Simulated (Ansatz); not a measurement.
| atom | x (Å) | y (Å) | z (Å) |
| --- | --- | --- | --- |
| Ge | -0.0015 | 0.0512 | 0.0382 |
| H | 0.8528 | 0.9084 | 0.9346 |
| H | 0.9627 | -0.8642 | -0.8590 |
| H | -0.8452 | 0.8744 | -0.9070 |
| H | -0.9209 | -0.8043 | 0.8926 |

Basis set: STO-3G (spherical functions). Correlated methods keep 9 orbitals frozen. Charge 0, multiplicity 1.

Computed with Ansatz (development build ahead of 0.2.0); each method stands on the lowest determinant of its kind that the runs found. Restricted open shells among the atoms or ions are ROHF, correlated in semicanonical orbitals with singles.

The atomization energy at this shape (free ground-state atoms in the same class of orbitals less the molecule, no zero-point energy) of singlet GeH4:

```tsv
method	atomization energy
RHF	15.48 eV
```

Problem. What does RHF-MP2 give?

Solution. 16.49 eV.

This basis has no polarisation functions and is too small for such energies, which can lie far from measured ones in either direction.
